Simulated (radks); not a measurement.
Values are calculated unless marked as measured or tabulated.
Kinetic energies: the exact non-interacting value of the Kohn-Sham orbitals and orbital-free approximations, as 100 (|E| - |E exact|)/|E exact|, negative where the magnitude is too small. Species: Rh4+ [Kr] 4d5; Sr [Kr] 5s2; C4+ [He]. Level of theory: non-relativistic Kohn-Sham, exchange-only B88, spin-polarised, spherical densities, point nucleus (a radial shooting solver on a logarithmic mesh with Libxc functionals). Every spin shell is full or empty, so the densities are truly spherical. Functionals are evaluated on that one density, not self-consistently.

| functional | Rh4+ | Sr | C4+ |
|---|---|---|---|
| exact (hartree) | 4682.33 | 3131.58 | 32.3394 |
| Thomas-Fermi | -5.46 | -5.76 | -8.98 |
| von Weizsacker | -56.90 | -54.48 | 0.00 |
| TF + vW/9 | -0.67 | -0.71 | +2.13 |
| TF + vW/5 | +3.16 | +3.34 | +11.02 |
| Perdew 92 | -0.66 | -0.70 | +2.15 |
| Pearson | -0.94 | -1.02 | -2.86 |
| LKT | +20.04 | +21.33 | +61.73 |
| DePristo-Kress | -0.06 | -0.07 | +2.21 |
